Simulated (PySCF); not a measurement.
SMILES C[C](C)(C)[Mg][OH] (C₄H₁₀MgO) at its GFN2-xTB optimised geometry (Å):

```
16

Mg     0.2884    -1.7273     0.0000
C     -0.8362     0.0218     0.0000
C     -0.5000     0.8359     1.2339
C     -0.5238     0.8210    -1.2498
C     -2.2951    -0.4000     0.0164
H     -1.0629     1.7753     1.2325
H      0.5631     1.0760     1.2533
H     -0.7480     0.2925     2.1467
H      0.5385     1.0616    -1.2922
H     -0.7887     0.2667    -2.1513
H     -1.0874     1.7601    -1.2491
H     -2.5502    -0.9907    -0.8638
H     -2.5333    -0.9803     0.9081
H     -2.9376     0.4892     0.0173
O      1.9890    -1.7273     0.0000
H      2.9376    -1.7753     0.0003
```

Method: CAM-B3LYP/def2-TZVP (PySCF). Cells within 0.4 Å of a nucleus heavier than hydrogen are left out (blank, or x).

Map of the deformation density (molecule minus spherical neutral atoms) (e/bohr³) on the plane z = 0.0 Å:

```
|11111111111111111111111111111|
|11111111111111111111111111111|
|11111111111111111111111111111|
|11111111111111111111111111111|
|11111111111111111111111111111|
|11111111111111111111111111111|
|11111111111111111111111111111|
|11111111111111111111111111111|
|11111111111111111111111111111|
|11111111111000111111111111111|
|11111111100000001111111111111|
|11111001000000001111111111111|
|11111132100011000111111111111|
|111113952112x0000111111111111|
|11111267456xx2111111111111111|
|1111111xx653x4211111111111111|
|1111100xx12244211111111111111|
|11111112101122111123211011111|
|111111111011111x013xx32001111|
|11111111111111xx014xx68001111|
|11111111111111111135232001111|
|11111111111110111122211011111|
|11111111111111001111111111111|
|11111111111111111111111111111|
|11111111111111111111111111111|
|11111111111111111111111111111|
|11111111111111111111111111111|
|11111111111111111111111111111|
|11111111111111111111111111111|
```
Scale: ten equal steps from -0.020 (start of '0') to 0.116 (end of '9'), in the order '0123456789'; x runs from -5.00 to 5.00, y from -5.00 (bottom) to 5.00 (top).
